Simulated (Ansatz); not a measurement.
Basis-set extrapolation for Cl$_{2}$H$_{4}$SSi$_{2}$ (`Cl[SiH2]S[SiH2]Cl`) (PBE0-D4/def2-TZVP geometry, frozen core, Ansatz 0.2.0). Multiplicity 1, RHF reference.

```json
{"": "HF", "def2-TZVPP": "-1896.949753", "def2-QZVPP": "-1897.004520"}
{"": "MP2 correlation", "def2-TZVPP": "-0.796147", "def2-QZVPP": "-0.871756"}
{"": "CCSD(T) correlation", "def2-TZVPP": "-0.905966", "def2-QZVPP": "not run"}
```

Energies in hartree. Use E(X) = E(∞) + A·exp(−7.88·√X) for Hartree–Fock and E(X) = E(∞) + B·X^(−2.97) for correlation, with X = 3 and 4, and add CCSD(T) minus MP2 of the smaller set to the MP2 limit.

What is the CCSD(T) energy at the basis-set limit?

HF limit: -1897.004520 + (-0.054767) × 0.13774 = -1897.01206. MP2 limit: -0.871756 + (-0.075609) × 0.74074 = -0.92776. Higher-order term: -0.905966 − (-0.796147) = -0.10982. Total: -1898.04964 hartree, 5.28 eV below CCSD(T)/def2-TZVPP.
